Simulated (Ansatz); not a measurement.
Bond stretch in Cl2 (anion, charge -1), doublet.

Levels of theory: UKS-PBE = unrestricted PBE/aug-cc-pVTZ in Ansatz (an electronic-structure program); UKS-PBE0 = unrestricted PBE0/aug-cc-pVTZ run with Ansatz.

Energies relative to the lowest point of each curve near equilibrium, in kJ/mol; the last columns give the difference from UKS-PBE0:

```csv
R / Å,UKS-PBE,UKS-PBE0,UKS-PBE − UKS-PBE0
1.96,191.8,188.8,3.0
2.11,99.0,93.0,6.0
2.27,41.2,35.4,5.8
2.37,20.7,16.0,4.7
2.45,10.4,6.8,3.6
2.59,1.5,0.3,1.2
2.64,0.3,0.0,0.3
2.67,0.0,0.2,-0.2
2.75,0.2,1.9,-1.7
2.90,3.5,7.9,-4.4
3.03,7.9,14.5,-6.6
3.32,18.4,29.5,-11.1
3.58,26.1,40.6,-14.5
4.00,33.5,52.4,-18.9
4.35,35.9,57.6,-21.7
4.82,35.8,60.3,-24.5
5.26,33.9,60.4,-26.6
5.77,30.8,59.2,-28.4
6.38,26.8,56.9,-30.1
7.05,22.7,54.2,-31.5
7.88,18.1,51.0,-32.9
```

UKS-PBE is furthest from UKS-PBE0 at 7.88 (-32.9 kJ/mol, below); its mean absolute difference over the points is 13.2 kJ/mol.

Where the anion isn't bound against loss of the electron, the finite basis alone holds it.
